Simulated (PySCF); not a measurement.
AsF at PBE0

Level: PBE0. PySCF, no relativity, basis sets As 6-31G(d,p), F 6-31G(d,p).

```json
{
  "state": "singlet, one real π or δ orbital doubly filled, a mixture of terms (⟨Lz²⟩ = 2.0), a second solution, started from another occupation",
  "bond length": "1.745 Å",
  "harmonic wavenumber": "720 cm⁻¹",
  "force constant": "4.63 mdyn/Å",
  "rotational constant Be": "0.3652 cm⁻¹",
  "anharmonicity ωexe": "2.92 cm⁻¹",
  "vibration–rotation constant αe": "0.00222 cm⁻¹",
  "energy of the minimum from ground-state As + F": "-2.60 eV",
  "HOMO–LUMO gap": "1.23 eV",
  "bond order (Mayer)": "1.04",
  "dipole moment (positive dipole means As(−)F(+))": "-1.44 D"
}
```
